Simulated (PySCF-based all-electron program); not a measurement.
Results of a calculation; reference values are marked as such.
CH3I, singlet: all-electron forces

Method: all-electron DFT (in-house code on PySCF), basis-limit composite values; Koelling–Harmon scalar relativity, no spin–orbit coupling, spin-restricted. Forces are good to about 0.014 eV/Å. Atoms are numbered as listed.

Shape A:

```xyz
5

C     0.0000    0.0000    0.0000
I     0.0000    0.0000    2.1320
H     1.0327    0.0000   -0.3296
H    -0.5163    0.8943   -0.3296
H    -0.5163   -0.8943   -0.3296
```

PBE forces:

```
atom      Fx      Fy  Fz (eV/Å)
  C1   0.000   0.000     -0.040
  I2   0.000   0.000      0.281
  H3   0.235   0.000     -0.080
  H4  -0.117   0.203     -0.080
  H5  -0.117  -0.203     -0.080
```

Q: What forces does r2SCAN give in shape A?

A: The forces move by 0.223 eV/Å (r.m.s. over the atoms) from PBE.

| atom | Fx | Fy | Fz (eV/Å) |
| --- | --- | --- | --- |
| C1 | 0.000 | 0.000 | -0.191 |
| I2 | 0.000 | 0.000 | 0.157 |
| H3 | -0.014 | 0.000 | 0.011 |
| H4 | 0.007 | -0.013 | 0.011 |
| H5 | 0.007 | 0.013 | 0.011 |

Shape B:

```xyz
5

C     0.0000    0.0000    0.0000
I     0.0000    0.0000    2.3452
H     1.0327    0.0000   -0.3296
H    -0.5163    0.8943   -0.3296
H    -0.5163   -0.8943   -0.3296
```

Against shape A, C1–I2 goes from 2.132 to 2.345 Å.

PBE forces:

| atom | Fx | Fy | Fz (eV/Å) |
| --- | --- | --- | --- |
| C1 | 0.000 | 0.000 | 1.169 |
| I2 | 0.000 | 0.000 | -1.831 |
| H3 | 0.316 | 0.000 | 0.220 |
| H4 | -0.158 | 0.274 | 0.220 |
| H5 | -0.158 | -0.274 | 0.220 |

Q: What forces does r2SCAN give in shape B?

A: The forces move by 0.231 eV/Å (r.m.s. over the atoms) from PBE.

| atom | Fx | Fy | Fz (eV/Å) |
| --- | --- | --- | --- |
| C1 | 0.000 | 0.000 | 0.988 |
| I2 | 0.000 | 0.000 | -1.973 |
| H3 | 0.072 | 0.000 | 0.328 |
| H4 | -0.036 | 0.062 | 0.328 |
| H5 | -0.036 | -0.062 | 0.328 |

Shape C:

```xyz
5

C     0.0000    0.0000    0.0000
I     0.0000    0.0000    1.9188
H     1.0327    0.0000   -0.3296
H    -0.5163    0.8943   -0.3296
H    -0.5163   -0.8943   -0.3296
```

Against shape A, C1–I2 goes from 2.132 to 1.919 Å.

PBE forces:

```tsv
atom	Fx	Fy	Fz (eV/Å)
C1	0.000	0.000	-4.003
I2	0.000	0.000	5.541
H3	0.145	0.000	-0.513
H4	-0.072	0.126	-0.513
H5	-0.072	-0.126	-0.513
```

Q: What forces does r2SCAN give in shape C?

A: The forces move by 0.218 eV/Å (r.m.s. over the atoms) from PBE.

| atom | Fx | Fy | Fz (eV/Å) |
| --- | --- | --- | --- |
| C1 | 0.000 | 0.000 | -4.151 |
| I2 | 0.000 | 0.000 | 5.469 |
| H3 | -0.110 | 0.000 | -0.439 |
| H4 | 0.055 | -0.095 | -0.439 |
| H5 | 0.055 | 0.095 | -0.439 |
